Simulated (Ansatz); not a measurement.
```yaml
crystal:
  periodic: [false, false, false]
  atoms:
    - {symbol: C, position_ang: [0.310055, -1.453807, -0.174663]}
    - {symbol: B, position_ang: [0.383220, 0.118017, -0.213517]}
    - {symbol: Cl, position_ang: [1.752120, 0.920366, -0.960251]}
    - {symbol: N, position_ang: [-0.662676, 0.868511, 0.337730]}
    - {symbol: C, position_ang: [-1.074834, 1.992371, 0.569216]}
    - {symbol: O, position_ang: [-1.664091, 3.003810, 0.847597]}
    - {symbol: H, position_ang: [0.218514, -1.842283, -1.174700]}
    - {symbol: H, position_ang: [-0.474159, -1.854807, 0.498006]}
    - {symbol: H, position_ang: [1.293063, -1.818307, 0.218737]}
basis:
  gaussian: {orbitals: cc-pVTZ}
hamiltonian: {xc: {name: PBEsol}, pseudopotentials: {relativity: scalar}}
accuracy: high
output: {forces: true}
```

```sh
$ ansatz run in.yaml --threads 4 --pin off --events-out ev --progress --plain --max-ram 10444MiB
```

Output, abridged:

```
Functional definition: PBEsol
3865 factors; integrals over basis functions are off by at most 1.4e-8 eV
mean field evaluation 1: about -18830.8831 eV, gradient 8.4e1 eV
mean field evaluation 2: about -18794.8810 eV, gradient 1.4e2 eV
mean field evaluation 4: about -18843.8762 eV, gradient 2.5e1 eV
mean field evaluation 8: about -18844.9607 eV, gradient 6.0e-1 eV
mean field evaluation 16: about -18844.9569 eV, gradient 3.4e-4 eV
mean field -18844.95694550 eV, -692.5393941767 hartree, gradient 3.8e-8 eV, S^2 0.000000; 0 other end points of the search recorded, 0 dependent functions left out
reference -18844.95694887 eV, -692.5393943005 hartree; 26, 26 occupied and 200, 200 virtual orbitals, 3865 factors
Total energy: -18844.95694887 eV, -692.5393943005 hartree
Relativity: scalar
Atom 0 at     0.310055    -1.453807    -0.174663 Å, force     0.763225     0.540606     1.277401 eV/Å
Atom 1 at     0.383220     0.118017    -0.213517 Å, force     0.000682    -1.231385    -0.074080 eV/Å
Atom 2 at     1.752120     0.920366    -0.960251 Å, force     0.240384     0.176853    -0.137739 eV/Å
Atom 3 at    -0.662676     0.868511     0.337730 Å, force    -0.400709     1.272234     0.368209 eV/Å
Atom 4 at    -1.074834     1.992371     0.569216 Å, force    -1.777461     1.754078     0.596566 eV/Å
Atom 5 at    -1.664091     3.003810     0.847597 Å, force     1.611209    -2.248616    -0.643264 eV/Å
Atom 6 at     0.218514    -1.842283    -1.174700 Å, force    -0.138651    -0.449272    -0.751824 eV/Å
Atom 7 at    -0.474159    -1.854807     0.498006 Å, force     0.058354     0.171029    -0.363434 eV/Å
Atom 8 at     1.293063    -1.818307     0.218737 Å, force    -0.357034     0.014473    -0.271834 eV/Å
Dipole moment:     0.026418    -0.303634     0.000084 e Å
```

Run time 12 s (4 threads of an Arm Neoverse V1 on a shared host); peak host memory 1.2 GiB.
